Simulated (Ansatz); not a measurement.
Cost and result up the ladder for the cluster SnGe₆ (7 atoms). Total charge 0; singlet. Geometry: PBE-D4/def2-SVP.

```tsv
atom	x (Å)	y (Å)	z (Å)
Sn1	1.226	2.622	-0.095
Ge2	-0.243	0.388	1.230
Ge3	1.327	0.131	-1.048
Ge4	-1.033	-0.912	-1.050
Ge5	-1.258	-2.101	1.146
Ge6	-1.276	1.620	-0.846
Ge7	1.256	-1.748	0.662
```

Ansatz on 4 threads of Arm Neoverse V1 on a shared host. Times are rough, and most runs start from the orbitals of an earlier one. PBE0-D4/def2-TZVP serves as the yardstick here, not as an exact answer. Differences are given only for rows in sets of like size (and for xTB, whose basis is part of the method), since another set adds its own error. Binding counts from free atoms at the same level (Sn triplet, Ge triplet; other spins of the atoms weren't run), without zero-point energy or a counterpoise term.

In the def2 sets Sn takes a core potential; there is no spin–orbit coupling. LC-ωPBE has ω = 0.4 bohr⁻¹. Correlated methods freeze 58 core orbitals; core or outer-core shells of Sn, Ge are correlated, in sets that lack core-valence functions. The rows differ in basis, and correlated rows in double-zeta sets carry the largest basis error. Another isomer (singlet) lies 1.03 eV lower at PBE0-D4/def2-TZVP; other spin states weren't run for this one.

Correlated methods converge slowly with the basis, most of all in double-zeta sets.

```
                         level  functions  wall time  binding energy per atom (eV)  difference from PBE0-D4/def2-TZVP (eV)
PBE-D4/def2-TZVP (with forces)        338       14 s                          3.17                                    0.16
                  MP2/def2-SVP        218       18 s                          2.88                                       –
             LC-ωPBE/def2-TZVP        338       24 s                          2.64                                   -0.38
           r2SCAN-D4/def2-TZVP        338       27 s                          3.06                                    0.04
             PBE0-D4/def2-TZVP        338       50 s                          3.01                                    0.00
```
